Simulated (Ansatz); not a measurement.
One change: `SB(S)Br` becomes `[SH][Ga]([SH])[Br]`.

Ansatz, PBE0-D4/def2-TZVP geometries, multiplicity 1. Each molecule was computed in one conformer, which needn't be the lowest.

Scalar relativity is left out up to krypton.

| property | `SB(S)Br` |
| --- | --- |
| HOMO energy (PBE/def2-TZVPP) / eV | -6.61 |
| HOMO–LUMO gap (PBE/def2-TZVPP) / eV | 4.62 |
| HOMO energy (B3LYP/def2-TZVPP) / eV | -7.54 |
| HOMO–LUMO gap (ωB97M-V/def2-TZVPP) / eV | 10.81 |
| LUMO energy (B3LYP/def2-TZVPP) / eV | -1.28 |
| LUMO energy (PBE/def2-TZVPP) / eV | -1.99 |

Q: Give the same properties after the change, and the shifts. (Estimate.)

A: Computed: 
```
                               property  `[SH][Ga]([SH])[Br]`  shift
      HOMO energy (PBE/def2-TZVPP) / eV                 -6.66  -0.05
    HOMO–LUMO gap (PBE/def2-TZVPP) / eV                  4.37  -0.25
    HOMO energy (B3LYP/def2-TZVPP) / eV                 -7.61  -0.07
HOMO–LUMO gap (ωB97M-V/def2-TZVPP) / eV                 10.53  -0.28
    LUMO energy (B3LYP/def2-TZVPP) / eV                 -1.69  -0.41
      LUMO energy (PBE/def2-TZVPP) / eV                 -2.29  -0.30
```

With PBE0 the HOMO falls by 0.08 eV and the LUMO falls by 0.27 eV, so the gap narrows by about 0.19 eV. PBE moves the HOMO by -0.05 eV and ωB97M-V by -0.12 eV.

B3LYP here is the variant with VWN-RPA as its local correlation; programs differ in this.

Spin–orbit coupling is left out; it splits and shifts lone-pair levels of the heavy atoms by tenths of an eV.
